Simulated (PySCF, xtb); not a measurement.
H6O3Si2, SMILES O[Si](O)([SiH3])O. One conformer was computed; it need not be the lowest.

Harmonic wavenumbers (cm⁻¹) from xtb with GFN2-xTB at its own minimum, in rising order: 29, 113, 118, 165, 167, 241, 287, 288, 290, 473, 473, 498, 773, 797, 797, 804, 804, 811, 844, 917, 917, 2204, 2205, 2209, 3707, 3708, 3709.

Problem. What does r2SCAN-D4/def2-SVP in PySCF give at its own minimum? (The exact figures need the calculation; the answer reports its results.)

Solution. 64, 65, 124, 148, 148, 187, 291, 309, 309, 479, 508, 508, 761, 761, 767, 797, 887, 926, 926, 963, 963, 2198, 2206, 2206, 3887, 3887, 3888. Paired by order, the mean absolute difference is 47 cm⁻¹ and the zero-point energies are 40.5 and 41.7 kcal/mol.
